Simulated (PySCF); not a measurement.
Functional dependence of a UV spectrum

Species: C4H11BO.
InChI=1S/C4H11BO/c1-5(2)4-6-3/h4H2,1-3H3

Linear-response calculations in the def2-SVPD basis (PySCF; singlets by full response, triplets Tamm–Dancoff, core orbitals frozen in the response; HF means time-dependent Hartree–Fock). 'Strongest' is the level of largest summed f among the singlets computed (10 roots, of which the last may lack a degenerate partner); it can jump between rows when another state enters that window. S1 is the lowest singlet of each run and needn't be the same state throughout; f(S1) is that of one state. Geometry: PBE0-D3(BJ)/def2-SVP, one conformer, isolated molecule.

| functional | kind | S1 (eV) | f(S1) | strongest (eV) | T1 (eV) | HOMO (eV) | gap (eV) | ionisation energy, ΔSCF (eV) |
| --- | --- | --- | --- | --- | --- | --- | --- | --- |
| LDA | LDA | 4.57 | 0.015 | 6.64 | 4.41 | -5.95 | 4.46 | 9.54 |
| PBE | GGA | 4.68 | 0.013 | 6.61 | 4.52 | -5.85 | 4.58 | 9.41 |
| B3LYP | global hybrid, 20% exact exchange | 5.80 | 0.016 | 7.26 | 5.62 | -7.18 | 6.73 | 9.68 |
| PBE0 | global hybrid, 25% exact exchange | 6.00 | 0.019 | 7.49 | 5.71 | -7.41 | 7.18 | 9.62 |
| BHandHLYP | global hybrid, 50% exact exchange | 6.74 | 0.000 | 8.11 | 6.20 | -8.95 | 9.69 | 9.66 |
| CAM-B3LYP | range-separated hybrid | 6.43 | 0.000 | 7.76 | 5.93 | -8.86 | 9.73 | 9.78 |
| wB97X-D | range-separated hybrid | 6.48 | 0.000 | 7.98 | 6.01 | -9.33 | 11.03 | 9.73 |
| LC-wPBE | range-separated hybrid | 6.56 | 0.000 | 9.13 | 5.94 | -10.14 | 11.94 | 9.86 |
| HF | Hartree–Fock | 7.48 | 0.001 | 9.18 | 6.73 | -11.40 | 13.34 | not settled |

S1 runs from 4.57 eV (LDA) to 7.48 eV (HF), a spread of 2.91 eV, while the orbital gap spreads over 8.9 eV. Along PBE (0%), B3LYP (20%), PBE0 (25%), BHandHLYP (50%), HF (100%) S1 rises with the share of exact exchange. −ε(HOMO) comes closest to its own ΔSCF ionisation energy with LC-wPBE (+0.28 eV) and misses most with LDA (-3.59 eV). 'Not settled' means that the ion's SCF failed to converge or may have ended in another state than the lowest.
